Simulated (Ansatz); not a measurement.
Consider the cleavage of the Si–Al bond: `C=N[SiH2][AlH][SiH3]` + `B1CN1` → `C=N[SiH2]N1BC1` + `[AlH2][SiH3]`.

Program: Ansatz. Geometries: PBE0-D4/def2-TZVP. ΔE: electronic, gas phase. CCSD(T)/CBS is the MP2 limit (def2-TZVPP, def2-QZVPP) plus CCSD(T) − MP2 in def2-TZVPP, frozen cores. This one scheme is used for every species. Functionals use def2-TZVPP. B3LYP here is the variant with VWN-RPA as its local correlation; programs differ in this. Each species was taken in one conformer, which may not be the lowest.

```json
{"level": "PBE-D4", "ΔE (kJ/mol)": "-54.3", "difference from CCSD(T)/CBS": "24.7"}
{"level": "r2SCAN-D4", "ΔE (kJ/mol)": "-72.8", "difference from CCSD(T)/CBS": "6.2"}
{"level": "PBE0-D4", "ΔE (kJ/mol)": "-61.6", "difference from CCSD(T)/CBS": "17.4"}
{"level": "B3LYP-D4", "ΔE (kJ/mol)": "-77.3", "difference from CCSD(T)/CBS": "1.7"}
{"level": "ωB97X-V", "ΔE (kJ/mol)": "-76.7", "difference from CCSD(T)/CBS": "2.3"}
{"level": "ωB97M-V", "ΔE (kJ/mol)": "-81.9", "difference from CCSD(T)/CBS": "-2.9"}
{"level": "B2PLYP", "ΔE (kJ/mol)": "-80.9", "difference from CCSD(T)/CBS": "-1.9"}
{"level": "PBE", "ΔE (kJ/mol)": "-52.4", "difference from CCSD(T)/CBS": "26.6"}
{"level": "r2SCAN", "ΔE (kJ/mol)": "-72.5", "difference from CCSD(T)/CBS": "6.5"}
{"level": "PBE0", "ΔE (kJ/mol)": "-60.3", "difference from CCSD(T)/CBS": "18.7"}
{"level": "B3LYP", "ΔE (kJ/mol)": "-74.4", "difference from CCSD(T)/CBS": "4.6"}
{"level": "HF/def2-TZVPP", "ΔE (kJ/mol)": "-98.4", "difference from CCSD(T)/CBS": "-19.4"}
{"level": "MP2/def2-TZVPP", "ΔE (kJ/mol)": "-87.8", "difference from CCSD(T)/CBS": "-8.8"}
{"level": "SCS-MP2/def2-TZVPP", "ΔE (kJ/mol)": "-89.6", "difference from CCSD(T)/CBS": "-10.6"}
{"level": "CCSD/def2-TZVPP", "ΔE (kJ/mol)": "-80.7", "difference from CCSD(T)/CBS": "-1.7"}
{"level": "CCSD(T)/def2-TZVPP", "ΔE (kJ/mol)": "-78.7", "difference from CCSD(T)/CBS": "0.3"}
{"level": "HF/def2-QZVPP", "ΔE (kJ/mol)": "-100.1", "difference from CCSD(T)/CBS": "-21.1"}
{"level": "MP2/def2-QZVPP", "ΔE (kJ/mol)": "-88.6", "difference from CCSD(T)/CBS": "-9.6"}
{"level": "SCS-MP2/def2-QZVPP", "ΔE (kJ/mol)": "-90.3", "difference from CCSD(T)/CBS": "-11.3"}
{"level": "HF/CBS(def2)", "ΔE (kJ/mol)": "-100.3", "difference from CCSD(T)/CBS": "-21.3"}
{"level": "MP2/CBS(def2)", "ΔE (kJ/mol)": "-88.2", "difference from CCSD(T)/CBS": "-9.2"}
{"level": "CCSD/CBS(def2)", "ΔE (kJ/mol)": "-81.1", "difference from CCSD(T)/CBS": "-2.1"}
{"level": "CCSD(T)/CBS", "ΔE (kJ/mol)": "-79.0", "difference from CCSD(T)/CBS": "0"}
```

Largest T1 diagnostic among the species: 0.014.

From PBE to PBE0 (25 % exact exchange), in def2-TZVPP and without D4, ΔE moves by −7.9 kJ/mol. In def2-TZVPP, CCSD(T) changes the Hartree–Fock value by +19.8 kJ/mol (the triples alone add +2.0 kJ/mol) and MP2 by +10.6 kJ/mol.
